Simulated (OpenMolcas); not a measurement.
# Tc4+: moving or changing the point charges

Tc4+ among 6 point charges of -1.7 e arranged as a tetragonal octahedron (D4h), 1.97 Å from the ion, with the axial distance 2.167 Å.

- Program: OpenMolcas
- Method: SS-CASPT2, IPEA 0.25 Eh, imaginary shift 0.1 Eh (closed shells correlated: 4s 4p)
- Basis: ANO-RCC-VTZP [7s6p4d2f1g]
- Scalar Hamiltonian: DKH2, point nucleus
- Active space: 3 electrons in 5 orbitals (4d)
- State averaging: 2S+1 = 4 even, 10 roots; 2S+1 = 2 even, 40 roots
- Spin-orbit coupling: RASSI with atomic mean-field integrals over the reference wave functions

Runs around this geometry, states (labels of D4, the rotations of D4h). Energies in cm-1 above the lowest state or level, χT in cm3 K/mol.

```
R (Å)  q (e)  Axial / equatorial distance  Ground state  First state of that spin  First gap with spin-orbit (degeneracies)  χT at 300 K  First state of another spin
 1.97   -1.1                          1.1           4B1                   4E 3950                                 79 (2, 2)        0.947                    2A1 13810
 1.78   -1.7                          1.1           4B1                  4E 10020                                 23 (2, 2)        1.454                    2A1 13990
 1.97   -1.7                          1.1           4B1                   4E 5960                                 50 (2, 2)        1.208                    2A1 13890
 2.14   -1.7                          1.1           4B1                   4E 3960                                 84 (2, 2)        0.955                    2A1 13730
 1.97   -1.7                         1.19           4B1                   4E 4240                                120 (2, 2)        1.053                    2A1 13560
```

Taking the first state of the same spin as R^-n, n = -ln(3960 / 10020) / ln(2.14 / 1.78) = 5.0 between the shortest and longest distance.

Scaling the charges by -1.1 / -1.7 = 0.65 scales the first state of the same spin by 3950 / 5960 = 0.66; with fixed orbitals a first-order splitting would follow the charge.

Free-ion shares, where given, are those of the reference states; single-state CASPT2 does not remix them. This is an electrostatic model: the charges have no orbitals. No measured value stands beside these numbers.
